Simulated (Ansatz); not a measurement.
Ansatz (an electronic-structure program) was given this input:
Ansatz 0.2 input:
```yaml
crystal:
  periodic: [false, false, false]
  atoms:
    - {symbol: F, position_ang: [-0.00000000, -0.00000000, -0.64677367]}
    - {symbol: F, position_ang: [0.00000000, 0.00000000, 0.64677367]}
basis:
  gaussian:
    orbitals: def2-TZVP
hamiltonian:
  xc: r2scan
total_charge: 1
magnetization: {spin_polarized: true, initial_magnetization: 1}
```

Problem. Estimate the total energy that R2SCAN/def2-TZVP (Ansatz) returns for this input.

Solution. -198.9539 Eh

Problem. Estimate the number of basis functions that R2SCAN/def2-TZVP returns for this input.

Solution. 62

Problem. What is the computed <S^2> (R2SCAN/def2-TZVP)?

Solution. 0.753
